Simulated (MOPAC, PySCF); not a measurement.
H₉AlSi₃, SMILES `[SiH3][Al]([SiH3])[SiH3]`, neutral singlet in the gas phase. 

Cartesian coordinates (Å):
```xyz
13

Si    -1.2756     2.0791    -0.0255
Al     0.0356    -0.0070    -0.0121
Si     2.4938     0.0577    -0.1307
Si    -1.1845    -2.1420     0.1451
H     -2.2002     2.1324     1.1390
H     -2.1178     2.1408    -1.2517
H     -0.4443     3.3105     0.0047
H      2.9893     1.1337    -1.0292
H      3.0953    -1.2241    -0.5819
H      3.0323     0.3427     1.2288
H     -2.1973    -2.1082     1.2341
H     -1.9199    -2.3918    -1.1253
H     -0.3044    -3.3154     0.3851
```
Charge 0, multiplicity 1.

All levels are single points at this geometry (B3LYP-D3(BJ)/def2-TZVP); Pople sets use spherical d functions. Orbital energies aren't observables, and empty levels follow the basis.

PM7 in MOPAC gives gap (eV) = 10.20.

### Question
Estimate the gap (eV) from each of these levels: B3LYP-D3(BJ)/def2-TZVP in PySCF; PBE-D3(BJ)/def2-TZVP in PySCF; B3LYP/3-21G in PySCF; B3LYP/LANL2DZ in PySCF; M06-2X/6-31G* in PySCF; PBE/6-31G* in PySCF; SVWN5/6-31G* in PySCF; HF/3-21G in PySCF; HF/STO-3G in PySCF; AM1 in MOPAC; PM3 in MOPAC; PM6 in MOPAC.

### Answer

| level | gap (eV) |
|---|---|
| B3LYP-D3(BJ)/def2-TZVP in PySCF | 4.34 |
| PBE-D3(BJ)/def2-TZVP in PySCF | 2.95 |
| B3LYP/3-21G in PySCF | 4.55 |
| B3LYP/LANL2DZ in PySCF | 4.67 |
| M06-2X/6-31G* in PySCF | 6.30 |
| PBE/6-31G* in PySCF | 3.02 |
| SVWN5/6-31G* in PySCF | 2.92 |
| HF/3-21G in PySCF | 9.76 |
| HF/STO-3G in PySCF | 14.05 |
| AM1 in MOPAC | 7.46 |
| PM3 in MOPAC | 5.60 |
| PM6 in MOPAC | 8.23 |
